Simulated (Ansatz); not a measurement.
Two isomers of CH9AlOSi2: A = `C[SiH]([AlH2])O[SiH3]`, B = `[CH3][Al]([SiH3])[O][SiH3]`.

Computed with Ansatz on PBE0-D4/def2-TZVP structures; ΔE is electronic, products minus reactants. CBS: MP2 limit from def2 TZ/QZ plus the TZ coupled-cluster correction, frozen cores. Functionals use def2-TZVPP. B3LYP here is the variant with VWN-RPA as its local correlation; programs differ in this. Each species was taken in one conformer, which may not be the lowest.

(1) Which isomer does CCSD(T)/CBS put lower? Give the gap. (Best estimate.)

(2) Give E(B) − E(A) in kcal/mol with B3LYP-D4, r2SCAN-D4, HF/def2-TZVPP, B3LYP, ωB97M-V, PBE0-D4, CCSD(T)/def2-TZVPP. (An estimate is asked.)

Largest T1 diagnostic: 0.012.

Results:

(1) The calculation gave: B, by 19.7 kcal/mol.

(2) The calculation gave: B3LYP-D4 -19.5, r2SCAN-D4 -21.0, HF/def2-TZVPP -17.4, B3LYP -20.7, ωB97M-V -19.4, PBE0-D4 -19.5, CCSD(T)/def2-TZVPP -20.1. None reverses the order clearly.

From PBE to PBE0 (25 % exact exchange), in def2-TZVPP and without D4, E(B) − E(A) moves by +0.8 kcal/mol. The D4 term adds +1.1 kcal/mol with B3LYP and +0.6 kcal/mol with PBE0; it sums over pairs of atoms, weighted by their polarisabilities, and B3LYP, whose exchange is more repulsive, gets the larger term.
